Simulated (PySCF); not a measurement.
An unknown shows these calculated signals:

$^{1}$H NMR (300 MHz, computed): δ 7.39 (m, 2H), 7.30 (m, 2H), 7.11 (m, 1H), 6.56 (br s, 1H), 5.31 (br, 2H).

$^{13}$C{$^{1}$H} NMR (computed): δ 148.1 (C), 135.0 (CH), 128.6 (CH), 121.3 (CH).

- geometry: PBE0-D3(BJ)/def2-SVP
- B3LYP/pcJ-1 coupling constants (spin–dipole term only in couplings to heteroatoms)
- NMR shieldings at PBE0/pcSseg-1/GIAO
- program: PySCF 2.14
- no relativistic terms, isolated molecule, one conformer, rapidly exchanging positions averaged

Referencing at the same level of theory: $^{1}$H (σref 31.27), $^{13}$C (σref 184.41) vs TMS.

Task: Which of these does the molecule contain: a methoxy group, a benzene ring, an NH or NH2 group, a nitrile, a vinyl group CH=CH2?

Result: 
- A methoxy group: no.
- A benzene ring: yes.
- An NH or NH2 group: yes (δH 6.56 (br s)).
- A nitrile: no.
- A vinyl group CH=CH2: no.

The data belong to SMILES BNc1ccccc1, C$_{6}$H$_{8}$BN; they needn't prove each group on their own.

Carbon signals by region: 4 in the sp2 and nitrile region (100–160 ppm).

The OH or NH signal is concentration- and solvent-dependent in practice; the value given is the gas-phase one. Hydrogens on boron are broadened and split by $^{11}$B (spin 3/2, 80 %) and 10B (spin 3). Splittings below 1 Hz are ignored in the labels, and close J values are merged. Couplings among chemically equivalent protons are left out too, so labels in AA′BB′ or AA′XX′ sets are apparent multiplicities. Unscaled 3J(H,H) at this level run about 10 % above measured values. Shifts are as computed. Against solution values, carbons near 30 ppm lie about +2 ppm off and those near 130 ppm about +5 ppm. Of 1313 compounds with measured shifts, 239 miss one by over three times the rms of a fit or turn the order of signals round; such compounds aren't used in these exercises. Couplings to exchangeable protons are dropped.
